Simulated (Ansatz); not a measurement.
Ansatz (a quantum-chemistry and plane-wave program) input (PBE0/def2-TZVPD):

Ansatz 0.2 input:
```yaml
crystal:
  periodic: [false, false, false]
  atoms:
    - {symbol: Si, position_ang: [0.03858894, 1.07081038, 0.72376411]}
    - {symbol: H, position_ang: [-0.40589420, 2.33326445, 0.05968674]}
    - {symbol: Si, position_ang: [-0.00464664, -0.97687689, -0.56564405]}
    - {symbol: H, position_ang: [0.89622569, -0.58553979, -1.66984495]}
    - {symbol: H, position_ang: [-1.44007183, -1.01126025, -0.91542632]}
    - {symbol: H, position_ang: [0.47454813, -2.05153326, 0.31190368]}
basis:
  gaussian:
    orbitals: def2-TZVPD
hamiltonian:
  xc: {name: PBE0}
total_charge: 1
magnetization: {spin_polarized: true, initial_magnetization: 1}
output: {forces: true}
```

End of the output:

```
mean field evaluation 2: about -15802.4327 eV, gradient 1.2e1 eV
mean field evaluation 4: about -15803.6147 eV, gradient 3.8e-1 eV
mean field evaluation 8: about -15803.6232 eV, gradient 6.5e-2 eV
mean field evaluation 16: about -15803.6232 eV, gradient 2.9e-5 eV
mean field -15803.62319620 eV, -580.7724403800 hartree, gradient 2.9e-5 eV, S^2 0.754789; 1 other end points of the search recorded, 0 dependent functions left out
the calculation of the forces begins
reference -15803.62322872 eV, -580.7724415748 hartree; 16, 15 occupied and 106, 107 virtual orbitals, 796 factors
Total energy: -15803.62322872 eV, -580.7724415748 hartree
Atom 0 at     0.038589     1.070810     0.723764 Å, force    -0.000274    -0.173191    -0.098582 eV/Å
Atom 1 at    -0.405894     2.333264     0.059687 Å, force    -0.009614     0.056845     0.002306 eV/Å
Atom 2 at    -0.004647    -0.976877    -0.565644 Å, force     0.012321     0.150147     0.122884 eV/Å
Atom 3 at     0.896226    -0.585540    -1.669845 Å, force     0.057670     0.035086    -0.072480 eV/Å
Atom 4 at    -1.440072    -1.011260    -0.915426 Å, force    -0.096123     0.007062    -0.022818 eV/Å
Atom 5 at     0.474548    -2.051533     0.311904 Å, force     0.036020    -0.075949     0.068690 eV/Å
Dipole moment:    -0.000504     0.328938     0.184059 e Å
```
